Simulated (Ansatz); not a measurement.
Consider the substitution at a C–B bond: `C=CBCl` + H–F → `C=CF` + `BCl`.

Program: Ansatz. Geometries: PBE0-D4/def2-TZVP. ΔE: electronic, gas phase. CCSD(T)/CBS adds triple-zeta CCSD(T) − MP2 to the extrapolated MP2 energy (def2 sets, frozen cores). This one scheme is used for every species. DFT in def2-TZVPP. One conformer a species, not always the lowest.

```tsv
level	ΔE (kJ/mol)
PBE0-D4	100.4
BLYP	83.1
SCS-MP2/def2-QZVPP	107.8
CCSD/CBS(def2)	106.4
```

(1) What does CCSD(T)/CBS give? (An estimate is asked.)

Largest T1 diagnostic among the species: 0.012.

## Answers

(1) Ansatz gave: +108.6 kJ/mol. The listed levels differ from it by -8.2, -25.5, -0.8, -2.2 kJ/mol.

Leaving LDA and LC-ωPBE aside and taking each functional with its dispersion term where it has one, the values, not all of them listed here, spread over 15.2 kJ/mol, from ωB97X-V to PBE-QIDH. LDA lies +3.5 kJ/mol from PBE without D4. From r2SCAN to r2SCAN0 (25 % exact exchange), in def2-TZVPP and without D4, ΔE moves by +4.2 kJ/mol. In def2-TZVPP, CCSD(T) changes the Hartree–Fock value by +17.7 kJ/mol (the triples alone add +2.2 kJ/mol) and MP2 by +28.9 kJ/mol.
